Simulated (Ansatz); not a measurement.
Calculated with Ansatz (gas phase, PBE0-D4/def2-TZVP geometries, no zero-point term in ΔE). CBS: MP2 limit from def2 TZ/QZ plus the TZ coupled-cluster correction, frozen cores. DFT in def2-TZVPP. B3LYP here is the variant with VWN-RPA as its local correlation; programs differ in this. No spin–orbit coupling; open shells (•) take unrestricted orbitals. One conformer a species, not always the lowest.

`C[N](C)[Al]([Cl])[Cl]` → `[Cl][Al][Cl]`• + `C[N]C`•  (homolysis of the Al–N bond)

CCSD(T)/CBS gives +415.7 kJ/mol.

Task: Another level gave +370.6 kJ/mol. Which?
A. B3LYP/def2-TZVPP
B. r2SCAN/def2-TZVPP
C. LC-ωPBE/def2-TZVPP
D. revPBE/def2-TZVPP

Result: B. r2SCAN 370.6, B3LYP 365.1, revPBE 341.0, LC-ωPBE 387.5 kJ/mol.

Largest T1 diagnostic among the species: 0.014.

From PBE to PBE0 (25 % exact exchange), in def2-TZVPP and without D4, ΔE moves by +6.3 kJ/mol. At CCSD(T), def2-SVP lies −11.0 kJ/mol from the extrapolated value and def2-TZVPP −9.7 kJ/mol: correlation converges slowly with the basis, and small sets miss more of it in the bonded molecule than in its fragments. The D4 term adds +18.7 kJ/mol with B3LYP and +10.7 kJ/mol with PBE0; it sums over pairs of atoms, weighted by their polarisabilities, and B3LYP, whose exchange is more repulsive, gets the larger term.

CCSD(T)/CBS has its own doubt, a few kJ/mol and more with outer-core shells, so smaller differences from it don't rank the levels.
